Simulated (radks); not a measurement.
All-electron atom: Ti3+ in [Ar] 3d1 (the NIST ground configuration). Method: Dirac Kohn-Sham, PBE, spin-unpolarised, spherical densities, finite nucleus; open shells are shared between the two j in proportion to 2j + 1; Fermi nuclear charge, rms radius 3.5921 fm; computed with a radial shooting solver on a logarithmic mesh with Libxc functionals. Some entries of the table are withheld. Estimate them.

orbital  occ.  eigenvalue (eV)  r(max) (bohr)  <r^2> (bohr^2)
1s1/2       2        -4901.564            (1)        0.006513
2s1/2       2        -570.8128         0.2689          0.1248
2p1/2       2        -481.9504         0.2181          0.1025
2p3/2       4        -476.1799         0.2203          0.1043
3s1/2       2         -95.0319         0.8651           1.133
3p1/2       2         -71.3752         0.8896             (2)
3p3/2       4         -70.6841         0.8957             (3)
3d3/2     0.4         -34.7287         0.9241           1.970
3d5/2     0.6         -34.6655         0.9259           1.977
4s1/2       0              (4)          2.387           7.687
4p1/2       0         -20.9618          2.680           9.803
4p3/2       0         -20.8586          2.693           9.890

Answer. 
(1) 1s1/2 r(max) (bohr): 0.04555
(2) 3p1/2 <r^2> (bohr^2): 1.295
(3) 3p3/2 <r^2> (bohr^2): 1.312
(4) 4s1/2 eigenvalue (eV): -26.4403
